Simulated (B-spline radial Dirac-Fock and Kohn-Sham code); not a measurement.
**Hf: M4-N67N67 lines in intermediate coupling**

System: the free hafnium atom, 1s2 2s2 2p6 3s2 3p6 3d10 4s2 4p6 4d10 4f14 5s2 5p6 5d3 6s1 (not the ground configuration).

Input file task.json (cfg lists n, l and occupation; rrms is the nuclear radius in fm):

```json
{"items": [{
  "Z": 72,
  "q": 0,
  "cfg": [[1, 0, 2], [2, 0, 2], [2, 1, 6], [3, 0, 2], [3, 1, 6], [3, 2, 10], [4, 0, 2], [4, 1, 6], [4, 2, 10], [4, 3, 14], [5, 0, 2], [5, 1, 6], [5, 2, 3], [6, 0, 1]],
  "A": 180,
  "rrms": 5.347,
  "do": ["binding", "quiet", "double"]
}]}
```

Command: `python xray_run.py task.json out`

These are calculated numbers from a radial atomic solver; the model is ΔSCF Dirac-Fock with Breit, self-energy and vacuum polarisation, finite nucleus, configuration average. The two-hole levels come from diagonalising the Coulomb interaction among the jj configurations; intensities are independent-particle Coulomb rates. Kinetic energies are from the vacuum level. The model has no electron correlation. Open outer shells are spectators and are not coupled to the holes.

| kinetic energy (eV) | J | leading jj holes (weight) | leading LS term (weight) | intensity (%) |
| --- | --- | --- | --- | --- |
| 1652.7 | 0 | N6N6 (0.68) | ¹S0 (0.94) | 0.6 |
| 1659.5 | 2 | N6N6 (0.51) | ³P2 (0.64) | 2.3 |
| 1659.8 | 1 | N6N7 (1.00) | ³P1 (1.00) | 0.4 |
| 1660.0 | 0 | N7N7 (0.68) | ³P0 (0.94) | 0.1 |
| 1660.5 | 6 | N6N7 (0.92) | ¹I6 (0.99) | 49.8 |
| 1661.5 | 2 | N7N7 (0.47) | ¹D2 (0.46) | 2.9 |
| 1663.0 | 4 | N6N6 (0.85) | ¹G4 (0.52) | 19.6 |
| 1664.0 | 2 | N7N7 (0.51) | ³F2 (0.77) | 0.3 |
| 1664.2 | 3 | N6N7 (1.00) | ³F3 (1.00) | 2.6 |
| 1664.5 | 4 | N6N7 (0.85) | ³H4 (0.54) | 8.4 |
| 1665.3 | 5 | N6N7 (1.00) | ³H5 (1.00) | 11.2 |
| 1665.9 | 4 | N7N7 (0.99) | ³F4 (0.56) | 0.1 |
| 1666.9 | 6 | N7N7 (0.92) | ³H6 (0.99) | 1.9 |

The strongest line, by its leading LS label ¹I6, lies at 1660.5 eV. The mean weight of the leading component is 0.80 in jj and 0.80 in LS coupling, so jj labels describe these levels better.
